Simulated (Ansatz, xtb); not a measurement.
**Isomers of C3H9NOSi2 in order of energy**

4 gas-phase structures of C3H9NOSi2, from a drawn sample of its isomers (lower ones may exist). Each was relaxed with GFN2-xTB; where two conformers were screened, the lower at r2SCAN-D4/def2-SVP//GFN2-xTB is listed:

A. `C=C[SiH2]N[SiH2]C=O`, a singlet
B. `C=C[SiH2]N([SiH3])C=O`, a singlet
C. `C=CN([SiH3])[SiH2]C=O`, a singlet
D. `C=C[SiH](C=O)N[SiH3]`, a singlet

Task: Which do you expect lowest at r2SCAN-D4/def2-SVP//GFN2-xTB, and how would the others follow?

Result: Calculated order at r2SCAN-D4/def2-SVP//GFN2-xTB: B (0.0), D (64.7), A (79.9), C (114.4) kJ/mol.

Energies above the lowest of each column, in kJ/mol; the last columns are at r2SCAN-D4/def2-SVP geometries and were run for some of them only (a dash: not run or not comparable):

```
structure  GFN2-xTB  HF/STO-3G  r2SCAN-D4/def2-SVP//GFN2-xTB  r2SCAN-D4/def2-SVP  CCSD(T)/def2-SVP + ΔMP2/def2-TZVPP
        B       0.0        0.0                           0.0                 0.0                                 0.0
        D     151.2       41.0                          64.7                69.7                                54.0
        A     159.1       35.5                          79.9                82.0                                60.6
        C      98.0       54.1                         114.4                   –                                   –
```

Every level run on B puts it lowest or level with the lowest. Flexible structures stand in one conformer each, not always the lowest. Frequencies (GFN2-xTB) were run for B, D alone. The ΔMP2 step shifts differences by up to 17.1 kJ/mol, which makes them less sure. ΔMP2 is the change of the MP2 energy from the smaller to the larger basis.

Over these structures GFN2-xTB departs from r2SCAN-D4/def2-SVP//GFN2-xTB by 45.5 kJ/mol on average once a common shift is removed. A GFN2-xTB relaxation took about 0.31 s and the r2SCAN-D4/def2-SVP//GFN2-xTB energy about 3.5 s on a shared host (Ansatz 0.2.0, xtb 6.7.1).
